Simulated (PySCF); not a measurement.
**BF3: umbrella curve**

These are results of wB97X/[B def2-TZVP, F def2-TZVP], no relativity, density fitting, PySCF, not measurements.

Rigid scan from the singlet minimum (B–F 1.316 Å (×3); F–B–F 120.0° (×3)). Coordinate: angle between each bond and the threefold axis, bonds fixed. Energies in kJ/mol from the minimum.

```tsv
angle of the bonds to the threefold axis (°)	E (kJ/mol)	dipole size (D)
55	694.9	3.62
60	456.1	3.13
65	291.5	2.63
70	175.7	2.12
75	94.7	1.60
80	40.9	1.07
85	10.1	0.54
90	0.0	0.00
```

The scan took 7.2 s on 4 threads of a shared AMD EPYC 7R43 64-Core (Zen 3) host; the process peaked at 1.4 GiB. Launch command: `OMP_NUM_THREADS=4 python axn.py task.json out`.
